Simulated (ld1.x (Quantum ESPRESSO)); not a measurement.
## u(r) = r·R(r): atom against pseudo-atom (Zr (Z = 40))

Columns: radius, all-electron u(r) and pseudo u(r) of the 5p shell (level -9.10 eV) of zirconium in the configuration [Ar] 3d10 4s2 4p6 4d2 5s0.5 5p0; LDA (PZ), scalar-relativistic, ultrasoft scheme, ld1.x (Quantum ESPRESSO) 7.5.

```csv
r (bohr),all-electron,pseudo
0.150,0.0340,0.0447
0.300,-0.1596,0.1674
0.450,-0.1046,0.3372
0.600,0.0531,0.5121
0.750,0.1900,0.6499
0.900,0.2657,0.7186
1.050,0.2803,0.7045
1.200,0.2474,0.6129
1.350,0.1831,0.4651
1.500,0.1006,0.2906
1.650,0.0102,0.1180
1.800,-0.0809,-0.0327
1.950,-0.1682,-0.1533
2.100,-0.2487,-0.2464
2.250,-0.3207,-0.3207
2.400,-0.3833,-0.3833
2.550,-0.4363,-0.4363
2.700,-0.4799,-0.4799
2.850,-0.5146,-0.5146
3.000,-0.5409,-0.5409
3.150,-0.5594,-0.5594
3.300,-0.5709,-0.5709
3.450,-0.5763,-0.5763
3.600,-0.5761,-0.5761
3.750,-0.5712,-0.5712
3.900,-0.5623,-0.5623
```

Task: How many radial nodes do the two functions have?

Result: The all-electron 5p function has n − l − 1 = 3; the pseudo-wave has 1, since 1 lower shell of the same l stays in the valence.

Task: At about which radius was the pseudo-wave matched?

Result: 2.35 bohr, where the columns begin to agree (steps of 0.15 bohr).

Task: Is the pseudo-wave norm-conserving?

Result: No, it belongs to an ultrasoft set: the norm inside the radius is not constrained, and the difference is carried by the augmentation charge.
